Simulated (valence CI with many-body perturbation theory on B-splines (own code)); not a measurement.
**Gd XV: one-electron terms**

Computed by configuration interaction combined with many-body perturbation theory (CI+MBPT): four valence electrons over a frozen Dirac-Fock core [Kr] 4d10, a basis of 7 s, 7 p, 7 d, 7 f, 4 g, 2 h functions for each j, with the one-electron correlation potential Σ1, the two-electron term Σ2, the three-electron term Σ3, Breit, model QED; selected CI, second order for the rest, scaled by the run's own slope (own B-spline code, finite nucleus).

No measured spectrum was set against this ion. As an estimate, terms of the open shell hold to a few per cent of their energy, and close levels can change places; configurations with another count of f electrons can be misplaced by thousands of cm⁻¹.

These are the spectroscopic orbitals of the CI (the correlating ones are not listed), shaped by the core and the other valence electrons. h is the expectation value of the core's Dirac-Fock operator, without the valence repulsion; Σ1 is computed up to l = 3 at one energy for each symmetry, that of its lowest orbital but kept below the first core excitation, so for empty shells it is not the orbital's own correlation shift; Breit and QED include the response of the core.

| Orbital | h (hartree) | Σ1 (cm⁻¹) | Breit (cm⁻¹) | QED (cm⁻¹) | ⟨r⟩ (bohr) |
| --- | --- | --- | --- | --- | --- |
| 5s1/2 | -13.096 | -18189 | 1176 | 1059 | 1.117 |
| 6s1/2 | -7.8236 | -5773 | 574 | 508 | 1.863 |
| 7s1/2 | -5.2039 | -2545 | 289 | 258 | 2.847 |
| 5p1/2 | -12.046 | -17325 | 1854 | -18.3 | 1.164 |
| 6p1/2 | -7.2993 | -5502 | 866 | -8.7 | 1.964 |
| 7p1/2 | -4.9166 | -2558 | 461 | -4.6 | 2.975 |
| 5p3/2 | -11.672 | -16071 | 1057 | 80.4 | 1.205 |
| 6p3/2 | -7.1248 | -5275 | 503 | 37.7 | 2.015 |
| 7p3/2 | -4.8204 | -2485 | 291 | 20.3 | 3.037 |
| 5d3/2 | -9.9651 | -12696 | 549 | -65.3 | 1.318 |
| 6d3/2 | -6.2714 | -4638 | 269 | -31.1 | 2.212 |
| 7d3/2 | -4.3378 | -2362 | 154 | -17.6 | 3.298 |
| 5d5/2 | -9.892 | -12234 | 282 | -32.1 | 1.329 |
| 6d5/2 | -6.2358 | -4509 | 139 | -15.3 | 2.226 |
| 7d5/2 | -4.3174 | -2303 | 81.4 | -8.7 | 3.314 |
| 4f5/2 | -13.942 | -26273 | -444 | -187 | 0.6639 |
| 5f5/2 | -7.9173 | -8744 | -50.5 | -50.5 | 1.517 |
| 4f7/2 | -13.9 | -25819 | -931 | -152 | 0.6678 |
| 5f7/2 | -7.9031 | -8699 | -192 | -39.4 | 1.520 |
| 5g7/2 | -6.5022 |  | -27.6 | -3.0 | 1.704 |
| 5g9/2 | -6.5021 |  | -39.6 | -1.7 | 1.704 |

Among the shells of the start configuration 4f2 5s2, Σ1 is largest in size for 4f5/2, where it is 0.86 % of h.

Lowest root of each symmetry, sizes in configuration state functions:

| J | Parity | Roots | Reference | Variational | Second order | Change by selected CI (cm⁻¹) | Change by second order (cm⁻¹) |
| --- | --- | --- | --- | --- | --- | --- | --- |
| 0 | even | 7 | 37 | 10751 | 122839 | -7094 | -9 |
| 1 | even | 8 | 74 | 20720 | 324142 | -6029 | -8 |
| 2 | even | 19 | 125 | 29480 | 486592 | -6307 | -16 |
| 3 | even | 14 | 124 | 25656 | 574245 | -6117 | -17 |
| 4 | even | 22 | 132 | 27545 | 669080 | -4891 | -17 |
| 5 | even | 15 | 102 | 25675 | 567552 | -4844 | -11 |
| 6 | even | 15 | 82 | 26881 | 593488 | -4828 | -8 |
| 7 | even | 7 | 47 | 17845 | 150430 | -4839 | -5 |
| 8 | even | 7 | 29 | 13658 | 150319 | -4877 | -5 |
| 9 | even | 2 | 9 | 8261 | 50972 | -5792 | -6 |
| 10 | even | 2 | 3 | 5524 | 17167 | -5824 | -4 |
| 0 | odd | 2 | 25 | 7035 | 76806 | -9335 | -17 |
| 1 | odd | 8 | 71 | 22853 | 225671 | -7619 | -11 |
| 2 | odd | 13 | 104 | 31993 | 467135 | -7628 | -12 |
| 3 | odd | 14 | 119 | 31993 | 487354 | -7594 | -22 |
| 4 | odd | 14 | 115 | 31981 | 531923 | -7042 | -22 |
| 5 | odd | 12 | 96 | 31981 | 458861 | -7116 | -15 |
| 6 | odd | 8 | 69 | 28799 | 370465 | -7125 | -12 |
| 7 | odd | 6 | 44 | 22771 | 303741 | -7135 | -11 |
| 8 | odd | 4 | 25 | 16045 | 218299 | -7163 | -10 |
| 9 | odd | 1 | 12 | 8004 | 130902 | -8020 | -20 |
